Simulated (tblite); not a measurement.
Compound: C3H11NO2Si2.
Atom-mapped SMILES: `[NH2:1][Si@H:2]([CH2:3][SiH3:4])[CH2:5][O:6][CH:7]=[O:8]` (hydrogens: H9, H10 on N1; H11 on Si2; H12, H13 on C3; H14, H15, H16 on Si4; H17, H18 on C5; H19 on C7)

Structure used (GFN2-xTB), in Å, numbered top down from 1:
```xyz
19
C3H11NO2Si2 angstrom
N     -0.5505   -1.0317    1.4045
Si     0.1435    0.1142    0.3287
C     -1.1500    0.4143   -1.0305
Si    -2.8181    1.0614   -0.4185
C      1.6234   -0.7560   -0.5413
O      2.9080   -0.3339   -0.0624
C      3.0478   -0.2289    1.2270
O      2.2029   -0.4225    2.0600
H      0.0341   -1.3689    2.1551
H     -1.4844   -0.8589    1.7403
H      0.6035    1.4255    0.8156
H     -0.7453    1.1256   -1.7497
H     -1.3150   -0.5105   -1.5820
H     -3.6475    1.4530   -1.5637
H     -3.5254    0.0211    0.3347
H     -2.6255    2.2239    0.4515
H      1.6545   -0.5474   -1.6081
H      1.5510   -1.8368   -0.4062
H      4.0834    0.0657    1.4676
```

Method: GFN2-xTB as coded in tblite; computed harmonic values from a numerical Hessian at the method's own geometry, unscaled. The method is semi-empirical: single wavenumbers can be off by several per cent or more. Modes of hydrogen on silicon can be 10 to 20 % off. One conformer, not necessarily the lowest.

Harmonic wavenumbers (cm⁻¹): 38.3, 46.3, 81.2, 94.6, 117.7, 138.0, 201.7, 219.4, 237.1, 290.0, 322.9, 393.2, 492.2, 518.9, 603.3, 626.2, 668.6, 682.4, 694.4, 736.8, 749.3, 792.3, 794.1, 799.3, 803.7, 821.5, 859.0, 922.3, 937.6, 967.4, 1028.3, 1146.5, 1188.9, 1211.9, 1278.8, 1355.2, 1451.4, 1457.7, 1495.0, 1757.5, 2177.6, 2226.5, 2234.0, 2250.0, 2830.8, 2959.2, 2981.2, 2990.3, 3020.0, 3454.6, 3498.8.

A = 3354, B = 664.5, C = 604.2 MHz; mass 149.033 u (most abundant isotopes); point group C1, symmetry number 1.

Question: Zero-point energy?

Answer: Half the sum of the wavenumbers: 29822 cm⁻¹ = 356.75 kJ/mol.

Question: Give the ideal-gas entropy at 200 K and 1 bar in the rigid-rotor, harmonic-oscillator model (classical rotation).

Answer: Translation 162.97, rotation 119.95, vibration 110.47: S = 393.4 J/(mol K).

Question: And Cp and H(200 K) − H(0)?

Answer: Cp = 141.47 J/(mol K), of which vibrations give 108.21 (their classical limit is 51 R = 424.0); H(200 K) − H(0) = 18.17 kJ/mol without the zero-point energy, 11.52 from vibrations.

Question: How do the functions run with temperature in this model?

Answer: 
```csv
T (K),S (J/(mol K)),Cp (J/(mol K)),H − H(0) (kJ/mol),G − H(0) (kJ/mol),ln q(vib)
150,356.3,117.4,11.71,-41.74,4.59
250,427.6,166.2,25.87,-81.04,8.07
298.15,458.9,189.1,34.43,-102.38,9.68
400,520.6,231.3,55.91,-152.31,13.00
600,626.4,290.5,108.53,-267.32,19.16
900,755.6,345.4,204.64,-475.36,27.48
```

q(vib) and H(0) count from the zero-point level.

Question: What must be added to the electronic energy to get the Gibbs energy at 200 K and 1 bar?

Answer: ZPE + [H(200 K) − H(0)] − T·S = 356.75 + 18.17 − 78.68 = 296.24 kJ/mol.

Question: Which modes carry the vibrational entropy at 200 K?

Answer: 38.3 cm⁻¹: 19.06; 46.3 cm⁻¹: 17.49; 81.2 cm⁻¹: 12.90; 94.6 cm⁻¹: 11.67; 117.7 cm⁻¹: 9.94; 138.0 cm⁻¹: 8.71 J/(mol K); the other 45 give 30.69 together.

Question: Blend soft modes into free rotors: weight 1/[1 + (100 cm⁻¹/ν̃)⁴] for the oscillator and the rest for a rotor with moment μB/(μ + B), μ = h/(8π²ν), B = 10⁻⁴⁴ kg m². What vibrational entropy results?

Answer: 100.31 J/(mol K) in place of 110.47, which changes −T·S at 200 K by +2.03 kJ/mol.

Hindered rotation and anharmonicity are outside this model. Other conformers, if any are populated, would add a mixing term that is left out. The structure is chiral; the term R ln 2 for an equal mix with its mirror image is left out.

On one thread of an Arm Neoverse N1, shared host with 64 logical CPUs at a one-minute load of 55, this took 1.4 s wall. This covers the Hessian and the dipole derivatives.
